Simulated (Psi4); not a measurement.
Br₂Zn (SMILES [Br][Zn][Br]), singlet, geometry from GFN2-xTB (such geometries of metal compounds can be far from the true shape).

The Psi4 input:
```
memory 2 GB

molecule {
0 1
  Zn   -0.00812161   -0.01195013   -0.01326557
  Br   -0.24664341    1.76351145   -1.42520509
  Br    0.25360479   -1.75326848    1.43657557
}

set basis def2-svp

energy('wb97x')
print_variables()
```

**Question.** What does this run give for the total energy, dipole moment?

**Answer.** 
```yaml
total_energy: -6927.0406 Eh
dipole_moment: 0.09 D
```
